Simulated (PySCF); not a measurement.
FeCl₃ (sextet state).
Geometry (PBE0-D3(BJ)/def2-SVP, Å), atoms numbered from 1 in this order:
```
atom  x, y, z in Å
Fe1   -0.005   -0.002    0.001
Cl2    2.135   -0.029    0.025
Cl3   -1.033    1.876   -0.016
Cl4   -1.097   -1.845   -0.011
```

The calculation used PySCF, PBE0-D3(BJ)/def2-SVP geometry optimisation, gas phase.

Problem. Which atoms are bound to Fe1, and at what distances?

Solution. 3 atoms: Cl2 2.140 Å, Cl3 2.142 Å, Cl4 2.142 Å.

Problem. List the angles at Fe1.

Solution. 
| angle | degrees | distance of the outer atoms (Å) |
| --- | --- | --- |
| Cl3–Fe1–Cl4 | 120.6 | 3.72 |
| Cl2–Fe1–Cl4 | 120.0 | 3.71 |
| Cl2–Fe1–Cl3 | 119.4 | 3.70 |

Problem. What is the shape at Fe1?

Solution. Planar: angles 120.6°, 120.0° and 119.4°, sum 360.0°, 0.00 Å off the plane of its three neighbours. Differences among atoms that D3h makes equivalent are scatter left by the optimiser.

Point group: D3h (tolerance 0.08 Å). Charge 0, sextet. ⟨S²⟩ = 8.760 (exact for a sextet: 8.75). PBE0-D3(BJ)/def2-SVP frequencies: not computed here.

Hardware: one thread of an x86-64 server (shared host). Cost: 68 s. That covers the optimisation of the geometry.

For an open-shell metal species like this, the optimisation's SCF solution wasn't tested for stability and no frequencies at its level were run, so a lower state or another shape may exist.
